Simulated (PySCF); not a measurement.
# Cu(AsH3)F: computed shieldings and shifts

Cu(AsH3)F, AsCuFH3, point group C3v.

Geometry:
```
atom   x (Å)   y (Å)   z (Å)
 Cu1  -0.001   0.003  -1.576
 As2   0.001  -0.003   0.663
  H3   0.825  -1.022   1.414
  H4  -1.294  -0.208   1.415
  H5   0.470   1.220   1.416
  F6  -0.002   0.009  -3.332
```

GIAO calculations in PySCF on the PBE0-D3(BJ)/def2-SVP structure: isolated species, non-relativistic, equivalent atoms averaged; basis pcSseg-1 (pcSseg-2 on Cu).

**Question.** Give the isotropic shieldings (ppm) with B3LYP, PBE, PBE0.

**Answer.** 
```
             atoms                          environment  B3LYP    PBE   PBE0
               As2            arsenic bonded to Cu, 3 H   1708   1710   1757
               Cu1                   Cu bonded to As, F   1002    850   1046
                F6                fluorine bonded to Cu  385.5  328.2  395.5
          H3/H4/H5  hydrogen on an arsenic bonded to Cu  27.62  27.13  27.45
HOMO–LUMO gap (eV)                                    –   5.92   4.07   6.34
```

**Question.** And the chemical shifts, against references computed in the same way?

**Answer.** 
| atoms | nucleus, reference | B3LYP | PBE | PBE0 |
| --- | --- | --- | --- | --- |
| As2 | $^{75}$As, AsH3 | 156 | 161 | 154 |
| F6 | $^{19}$F, CFCl3 | -213.6 | -183.4 | -218.3 |
| H3/H4/H5 | $^{1}$H, TMS | 3.77 | 4.07 | 3.81 |

**Question.** Which part of the shielding of As2 depends on the functional?

**Answer.** Diamagnetic: B3LYP 2875, PBE 2875, PBE0 2876 ppm; paramagnetic: B3LYP -1167, PBE -1165, PBE0 -1119 ppm. The diamagnetic part, set mainly by inner electrons, hardly moves; the paramagnetic part goes with low-lying magnetically allowed excitations and carries the spread.

**Question.** What couplings does PBE/pcJ-1 (pcSseg-1 on As, pcSseg-1 on Cu) give?

**Answer.** $^{2}J$(H3,H4) = -7.4 Hz (averaged over equivalent pairs; isotopes $^{1}$H).

Relativistic effects, spin–orbit coupling among them, are left out; they matter for As and for the light atoms bonded to it. Unscaled 19F shifts against computed CFCl3 carry errors that often reach 10 to 50 ppm.
